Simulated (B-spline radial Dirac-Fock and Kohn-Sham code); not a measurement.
**What relativity does to the binding energies of Ta⁷⁺**

System: Ta⁷⁺, [Kr] 4d10 4f13 5s2 5p5.

Both columns are ΔSCF binding energies of the configuration average from a radial B-spline solver: non-relativistic Hartree-Fock with a point nucleus, and Dirac-Fock with a finite nucleus and the Coulomb interaction alone, averaged over the two j levels with weights 2j+1.

| shell | Hartree-Fock (eV) | Dirac-Fock (eV) | shift (eV) | shift (%) |
| --- | --- | --- | --- | --- |
| 1s | 62534.1 | 67864.3 | +5330.19 | +8.52 |
| 2s | 10440.0 | 11849.7 | +1409.74 | +13.50 |
| 2p | 9983.7 | 10450.9 | +467.13 | +4.68 |
| 3s | 2497.3 | 2843.9 | +346.57 | +13.88 |
| 3p | 2286.4 | 2415.8 | +129.46 | +5.66 |
| 3d | 1898.0 | 1881.5 | -16.51 | -0.87 |
| 4s | 607.8 | 692.6 | +84.74 | +13.94 |
| 4d | 358.0 | 353.7 | -4.30 | -1.20 |
| 4f | 148.9 | 139.9 | -9.04 | -6.07 |
| 5s | 166.2 | 181.5 | +15.31 | +9.21 |
| 5p | 136.6 | 140.8 | +4.20 | +3.07 |

Relativity binds 1s, 2s, 2p, 3s, 3p, 4s, 5s, 5p more strongly, among those listed most of all 4s in relative terms, and 3d, 4d, 4f more weakly, because the contracted s and p shells screen the nucleus better.

Values without a named source are computed, but for edge energies of neutral atoms, which are taken from tables.
